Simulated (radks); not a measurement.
The numbers below are computed, except where a source is named.
Ionisation of Ga2+, [Ar] 3d10 4s1, to Ga3+, [Ar] 3d10, under several functionals. Scalar-relativistic Kohn-Sham, spin-polarised, spherical densities, finite nucleus; open shells are filled with parallel spins first; a radial shooting solver on a logarithmic mesh with Libxc functionals.

| functional | E(Ga2+) (hartree) | Exc (hartree) | IE (eV) | -e(HOMO) (eV) | <r> HOMO (bohr) | IE error (eV) |
|---|---|---|---|---|---|---|
| SCAN | -1943.45659 | -75.52103 | 31.511 | 27.199 | 2.054 | +0.785 |
| BLYP | -1943.33764 | -75.40102 | 31.827 | 26.760 | 2.066 | +1.101 |
| LDA (Slater exchange, Perdew-Zunger correlation) | -1940.11254 | -72.12928 | 31.908 | 26.995 | 2.058 | +1.182 |
| PBEsol | -1941.47777 | -73.52055 | 31.523 | 26.730 | 2.063 | +0.798 |
| SOGGA | -1941.25865 | -73.30021 | 31.399 | 26.591 | 2.067 | +0.673 |
| RPBE | -1943.18061 | -75.25547 | 31.421 | 26.540 | 2.075 | +0.695 |

NIST Atomic Spectra Database: 30.726 eV (measured). Closest: SOGGA. The Delta-SCF values span 0.51 eV, the total energies 3.34 hartree. The highest occupied level is 4s.
